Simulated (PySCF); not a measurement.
Compound: C5H10BNO.
Cartesian coordinates in Å at the PBE0-D3(BJ)/def2-SVP level; atoms count from 1:
```xyz
18
C5H10BNO angstrom
B     -3.094    0.614    0.423
N     -1.597   -0.016    0.367
C     -0.965    0.030   -0.965
C      0.396   -0.555   -0.987
C      0.931   -1.676   -1.556
C      2.309   -1.701   -1.176
C      2.500   -0.598   -0.400
O      1.352    0.100   -0.282
H     -3.754   -0.037   -0.381
H     -2.970    1.790    0.097
H     -3.468    0.471    1.580
H     -1.004    0.482    1.034
H     -1.632   -0.983    0.694
H     -0.957    1.086   -1.271
H     -1.620   -0.505   -1.664
H      0.401   -2.394   -2.179
H      3.058   -2.442   -1.446
H      3.366   -0.190    0.115
```

The closed-shell ground state was solved at several levels (PySCF, density fitting, gas phase, non-relativistic).

| level | basis functions | total energy (Eh) | HOMO (eV) | LUMO (eV) | gap (eV) | dipole (D) |
| --- | --- | --- | --- | --- | --- | --- |
| PBE0/def2-SVPD | 243 | -350.7044 | -7.22 | -0.60 | 6.62 | 6.03 |
| CAM-B3LYP/pcSseg-1 | 186 | -351.1350 | -8.53 | 0.59 | 9.12 | 6.31 |
| B3LYP/pcJ-1 | 316 | -351.3754 | -7.03 | -0.75 | 6.28 | 6.31 |

(1) Estimate the row for PBE0/pcSseg-1, a basis of 186 functions; the other rows only guide the guess.

(2) Over all these levels, which gives the widest orbital gap and which the narrowest?

(3) How far do the dipole and the HOMO energy spread over the levels?

Results:

(1) Total energy -350.8954 Eh, HOMO -7.26 eV, LUMO -0.54 eV, gap 6.72 eV, dipole 6.27 D.

(2) CAM-B3LYP/pcSseg-1 (range-separated hybrid) has the widest, 9.12 eV, and B3LYP/pcJ-1 (global hybrid, 20 % exact exchange) the narrowest, 6.28 eV. Functional and basis both differ between the two, so the spread mixes both effects.

(3) The dipole runs from 6.03 to 6.31 D (mean 6.23 D) and the HOMO from -8.53 to -7.03 eV.

One conformer stands for the species.
